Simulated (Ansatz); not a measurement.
Born–Oppenheimer molecular dynamics of CH₄F₂Si (8 atoms, charge 0, multiplicity 1). It goes on from the last frame of an earlier run, with new velocities.

Theory: Ansatz 0.2.0, RKS BHLYP-D4/def2-SVP.

```yaml
ensemble: NVT, Nosé–Hoover chain
time_step: 0.5 fs
steps_asked: 150
set_temperature: 1000 K
thermostat: time constant 20 fs, chain length 5
seed: 874756
```

First frame:

```xyz
8
Properties=species:S:1:pos:R:3
Si 0.067 -0.004 0.016
H 0.757 0.045 1.402
F 0.929 0.679 -1.126
F -1.244 0.886 0.107
C -0.114 -1.739 -0.452
H -1.152 -1.989 -0.152
H -0.121 -1.985 -1.520
H 0.687 -2.285 0.211
```

Q: How far do the bonds stretch over the last three quarters of this one trajectory? (Pairs bonded in most of those frames.)

A: 
```tsv
bond	mean (Å)	spread (Å)	shortest	longest
Si1–H2	1.506	0.114	1.32	1.67
Si1–F3	1.616	0.039	1.54	1.67
Si1–F4	1.605	0.068	1.51	1.73
Si1–C5	1.886	0.127	1.66	2.10
C5–H6	1.118	0.077	0.99	1.25
C5–H7	1.099	0.036	1.04	1.17
C5–H8	1.113	0.066	1.00	1.23
```

Mean temperature of the second half: 1412 K. The conserved energy stayed within 1.3 meV per atom of its start (net change 0.013 meV per atom), so the integration is sound. The mean temperature of the second half is 41 % above the set value. A run of 0.075 ps of so small a system gives no equilibrium averages.

Time of the run: 8 min on 1 thread of Intel(R) Xeon(R) Platinum 8259CL CPU @ 2.50GHz (Skylake/Cascade Lake), on a shared host, peak memory 0.17 GiB.
